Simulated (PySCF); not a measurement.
Species: C2H9NSSi2.
SMILES with atom numbers: `[CH3:1][C:2](=[S:3])[N:4]([SiH3:5])[SiH3:6]` (hydrogens: H7, H8, H9 on C1; H10, H11, H12 on Si5; H13, H14, H15 on Si6)

The closed-shell SCF was solved with PySCF and density fitting under several settings on one GFN2-xTB geometry (grid level 2 and gas phase unless stated).

```csv
settings,basis functions,SCF cycles,E (Eh),HOMO (eV),LUMO (eV),dipole (D)
"PBE0/pcseg-1, IEF-PCM chloroform, energy threshold 1e-07 Eh, fitting basis def2-qzvpp-jkfit",141,8,-1112.9596,-6.55,-1.27,4.36
"wB97X-D/STO-3G, fitting basis def2-universal-jkfit",51,10,-1100.7442,-4.06,4.97,2.78
```

Question: Estimate the row for these settings: PBE/pcSseg-1, level shift 0.3 Eh.

Answer: 
```tsv
settings	basis functions	SCF cycles	E (Eh)	HOMO (eV)	LUMO (eV)	dipole (D)
PBE/pcSseg-1, level shift 0.3 Eh	168	16	-1112.8735	-5.28	-2.11	3.06
```

Question: Over all rows, what range does the HOMO–LUMO gap span?

Answer: From 3.17 eV (PBE/pcSseg-1, level shift 0.3 Eh) to 9.03 eV (wB97X-D/STO-3G, fitting basis def2-universal-jkfit). The functional of the narrowest has no exact exchange, that of the widest range-separated exact exchange.

Question: And the dipole moment?

Answer: From 2.78 D (wB97X-D/STO-3G, fitting basis def2-universal-jkfit) to 4.36 D (PBE0/pcseg-1, IEF-PCM chloroform, energy threshold 1e-07 Eh, fitting basis def2-qzvpp-jkfit); the largest is 1.57 times the smallest, and the median is 3.06 D.

Whole jobs, the steps after the SCF included, on one thread of an AMD EPYC 7R43 (shared host):

| settings | work after the SCF | wall time | peak memory |
| --- | --- | --- | --- |
| PBE0/pcseg-1, IEF-PCM chloroform, energy threshold 1e-07 Eh, fitting basis def2-qzvpp-jkfit | shieldings | 16 s | 0.87 GiB |
| wB97X-D/STO-3G, fitting basis def2-universal-jkfit | spin–spin couplings from 14 perturbed nuclei, spin–dipole term for 3 of them | 9.7 s | 0.75 GiB |
| PBE/pcSseg-1, level shift 0.3 Eh | shieldings | 40 s | 0.75 GiB |

wB97X-D ran without the empirical dispersion term, which would shift the total energy alone. The species at its GFN2-xTB geometry.

The values belong to the conformer `[CH3:1][C:2](=[S:3])[N:4]([SiH3:5])[SiH3:6]`: C1–C2–N4–Si5 179°.
